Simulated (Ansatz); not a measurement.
Species: Be2O, net charge 0, triplet state. This is an excited triplet: at this geometry the singlet lies 0.19 eV lower at CCSD(T)/CBS(def2-TZVPPD,def2-QZVPPD). 
Structure (B3LYP-D3(BJ)/def2-TZVP (Ansatz, a first-principles code) minimum search):
SMILES: [O]([Be])[Be]
```xyz
3

Be     0.0000     0.0000    -1.4076
O      0.0000     0.0000     0.0000
Be     0.0000     0.0000     1.4076
```
Charge 0, spin multiplicity 3.

Problem. Give the harmonic wavenumbers at B3LYP-D3(BJ)/def2-TZVP (Ansatz, finite differences of forces, unscaled).

Solution. 163, 163, 1033, 1442 cm⁻¹. Zero-point energy 4.0 kcal/mol.

Problem. From these and the geometry, give the ideal-gas thermochemistry at 298.15 K and 1 atm (rigid rotor, harmonic oscillator).

Solution. Point group D∞h, rotational symmetry number 2. Rotational constants 14.15, 14.15 GHz. S(trans) 36.50, S(rot) 12.70, S(vib) 5.12, S(elec, spin only) 2.18, S 56.5 cal/(mol K). H(298) - H(0) 2.88 kcal/mol; G - E(el) -10.0 kcal/mol.
